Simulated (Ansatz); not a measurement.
Q: Name a neutral molecule of Al, O, S, Si and H with HOMO–LUMO gap (PBE0/def2-TZVPP) between 5.80 and 6.10 eV and HOMO–LUMO gap (B3LYP/def2-TZVPP) between 5.55 and 5.85 eV (Ansatz, PBE0-D4/def2-TZVP geometry).

A: `O[SiH]([AlH2])S` (6.09 eV, 5.75 eV). Other molecules can fit too; these were computed, each in one conformer that needn't be the lowest.

B3LYP here is the variant with VWN-RPA as its local correlation; programs differ in this.
